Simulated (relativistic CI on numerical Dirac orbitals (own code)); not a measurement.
Ba XLII: computed level list

Calculated at this level of theory: Dirac-Coulomb-Breit CI, orbitals from a KLI potential per configuration, model QED (radiative potential, 1s self-energy scaled to tabulated hydrogen-like ionisation energies), unscaled Slater integrals (own radial code, finite nucleus).

Configurations in the expansion (outside the closed core [Ne]): 3s2 3p3, 3s 3p4, 3s2 3p2 3d, 3p5, 3s 3p3 3d, 3p4 3d, 3s 3p2 3d2, 3s2 3p 3d 4p, 3p4 4s, 3s 3p2 3d 4s, 3p4 4p, 3s2 3p2 4s, 3s2 3p2 4p, 3p3 3d 4p, 3s2 3p2 4d, 3s 3p3 4s, 3s2 3p2 4f, 3s 3p3 4p, 3s 3p3 4d, 3s 3p3 4f, 3s2 3p2 5s, 3s2 3p2 5p, 3s2 3p 4s 4p, 3s2 3p2 5d, 3s2 3p2 5f, 3s2 3p2 5g, 3s 3p2 4s2, 3s 3p3 5s, 3s2 3p 3d2, 3s2 3d3, 3s 3p 3d3, 3s2 3d2 4s, 3s2 3d2 4p, 3s2 3d2 4d, 3p3 3d2, 3p2 3d3, 3p2 3d2 4s, 3p2 3d2 4p, 3p2 3d2 4d, 3s2 3p 3d 4s, 3s 3p 3d2 4s, 3s2 3d 4s2, 3s2 3d 4s 4p, 3s2 3d 4s 4d, 3s 3p2 3d 4p, 3s 3p 3d2 4p, 3s 3p 3d 4s 4p, 3s 3p 3d 4p2, 3s 3p 3d 4p 4d, 3p3 3d 4s, 3p2 3d 4s2, 3p2 3d 4s 4p, 3p2 3d 4s 4d, 3s2 3p 4s2, 3s 3p 3d 4s2, 3s2 4s2 4p, 3s2 4s2 4d, 3s2 3p 4p2, 3s2 3d 4p2, 3s2 4s 4p2, 3s2 4p3, 3s2 4p2 4d, 3s 3p2 4s 4p, 3s 3p 4s2 4p, 3s 3p 4s 4p2, 3s 3p 4s 4p 4d. Double excitations out of closed p, d and f shells are left out; levels of such configurations are missing from the list, as are those of other unlisted configurations, and high levels can miss mixing partners. These lack a partner that the ground configuration has and come out too high: 3s2 3p2 4f, 3s 3p3 4d, 3s 3p3 4f, 3s2 3p2 5s, 3s2 3p2 5p.

The lowest level is 3s2 3p3 2P°_3/2, with 44 % of that term; Hund's rules for 3s2 3p3 give 4S° with J = 3/2, of which the calculation keeps J, while another term leads.

| No. | Configuration | Term | J | E (eV) | % | Next component (%) | Landé g |
| --- | --- | --- | --- | --- | --- | --- | --- |
| 1 | 3s2 3p3 | 2P° | 3/2 | 0.000 | 44 | 29 4S° | 1.390 |
| 2 | 3s2 3p3 | 4S° | 3/2 | 85.320 | 53 | 45 2D° | 1.439 |
| 3 | 3s2 3p3 | 2D° | 5/2 | 94.018 | 98 | 1 3s 3p3 3d 2D° | 1.193 |
| 4 | 3s2 3p3 | 2P° | 1/2 | 104.802 | 98 | 1 3s2 3p 3d2 2P° | 0.656 |
| 5 | 3s2 3p2 3d | 4F | 3/2 | 159.734 | 37 | 35 2D | 0.784 |
| 6 | 3s 3p4 | 4P | 5/2 | 183.782 | 24 | 19 3s2 3p2 3d 2D | 1.322 |
| 7 | 3s2 3p3 | 2P° | 3/2 | 191.320 | 53 | 28 2D° | 1.286 |
| 8 | 3s 3p4 | 4P | 5/2 | 203.758 | 46 | 14 2D | 1.358 |
| 9 | 3s 3p4 | 2S | 1/2 | 220.113 | 48 | 34 4P | 2.187 |
| 10 | 3s 3p4 | 2D | 3/2 | 220.916 | 27 | 26 2P | 1.153 |
| 11 | 3s2 3p2 3d | 2F | 5/2 | 244.488 | 47 | 44 4F | 0.959 |
| 12 | 3s2 3p2 3d | 4F | 3/2 | 245.575 | 31 | 30 4D | 0.929 |
| 13 | 3s2 3p2 3d | 4D | 1/2 | 246.072 | 78 | 16 2P | 0.218 |
| 14 | 3s2 3p2 3d | 2G | 7/2 | 252.924 | 41 | 28 2F | 1.066 |
| 15 | 3s2 3p2 3d | 4D | 7/2 | 266.246 | 47 | 36 4F | 1.306 |
| 16 | 3s2 3p2 3d | 2P | 3/2 | 266.678 | 33 | 23 3s 3p4 4P | 1.446 |
| 17 | 3s2 3p2 3d | 2F | 5/2 | 271.452 | 31 | 22 2D | 1.163 |
| 18 | 3s2 3p2 3d | 2D | 5/2 | 274.894 | 39 | 16 4D | 1.267 |
| 19 | 3s2 3p2 3d | 2G | 9/2 | 275.518 | 55 | 44 4F | 1.203 |
| 20 | 3s2 3p2 3d | 4P | 3/2 | 279.249 | 24 | 24 2D | 1.245 |
| 21 | 3s2 3p2 3d | 2P | 1/2 | 279.402 | 37 | 37 4P | 1.643 |
| 22 | 3s2 3p2 3d | 2F | 7/2 | 292.459 | 44 | 32 2G | 1.090 |
| 23 | 3s2 3p2 3d | 2D | 5/2 | 294.782 | 35 | 31 2F | 1.179 |
| 24 | 3s2 3p2 3d | 2D | 3/2 | 295.451 | 41 | 22 4D | 1.089 |
| 25 | 3s2 3p2 3d | 2P | 1/2 | 297.723 | 37 | 34 2S | 1.393 |
| 26 | 3s2 3p2 3d | 2P | 3/2 | 304.578 | 30 | 24 2D | 1.165 |
| 27 | 3s 3p4 | 2D | 5/2 | 311.755 | 54 | 11 3s2 3p2 3d 4D | 1.264 |
| 28 | 3s 3p4 | 2P | 3/2 | 326.493 | 45 | 18 2D | 1.171 |
| 29 | 3s 3p4 | 2P | 1/2 | 327.306 | 33 | 31 3s2 3p2 3d 2P | 1.259 |
| 30 | 3s 3p3 3d | 6D° | 5/2 | 353.794 | 29 | 27 4D° | 1.323 |
| 31 | 3s 3p3 3d | 6D° | 3/2 | 355.272 | 36 | 21 4D° | 1.378 |
| 32 | 3s 3p3 3d | 6D° | 1/2 | 355.935 | 45 | 37 4P° | 2.651 |
| 33 | 3s 3p3 3d | 6D° | 7/2 | 358.765 | 31 | 23 4D° | 1.348 |
| 34 | 3s2 3p2 3d | 2F | 7/2 | 361.582 | 43 | 38 4D | 1.262 |
| 35 | 3s2 3p2 3d | 2D | 5/2 | 362.284 | 29 | 22 2F | 1.193 |
| 36 | 3s2 3p2 3d | 2P | 1/2 | 363.099 | 48 | 22 4P | 1.203 |
| 37 | 3s2 3p2 3d | 2D | 3/2 | 363.489 | 28 | 24 4P | 1.176 |
| 38 | 3s2 3p2 3d | 4F | 9/2 | 365.426 | 55 | 44 2G | 1.228 |
| 39 | 3s2 3p2 3d | 2F | 7/2 | 366.036 | 66 | 26 2G | 1.084 |
| 40 | 3s2 3p2 3d | 2S | 1/2 | 367.122 | 39 | 23 2P | 1.702 |
| 41 | 3s 3p3 3d | 4F° | 3/2 | 371.703 | 29 | 20 2D° | 0.964 |
| 42 | 3s 3p3 3d | 6D° | 9/2 | 375.874 | 45 | 40 4F° | 1.400 |
| 43 | 3s2 3p2 3d | 2D | 3/2 | 377.980 | 62 | 17 2P | 0.903 |
| 44 | 3s 3p3 3d | 4G° | 5/2 | 384.960 | 30 | 25 2F° | 0.857 |
| 45 | 3s 3p3 3d | 4D° | 5/2 | 386.804 | 32 | 22 4P° | 1.398 |

Energies count from the lowest computed level; ° marks odd parity.

The mean weight of the leading LS term, summed over parents, in these 45 levels is 44 %, and that of the leading jj configuration (from the same eigenvectors) 80 %, so jj coupling describes them better and the LS labels are nominal.

At this charge energies of transitions that change n are usually good to better than 1 %, and those within a shell (Δn = 0) to a few per cent.

LS names give the leading component of a level, which can be under half, so a name can repeat, a term be missing and a line seem to break the LS rules.
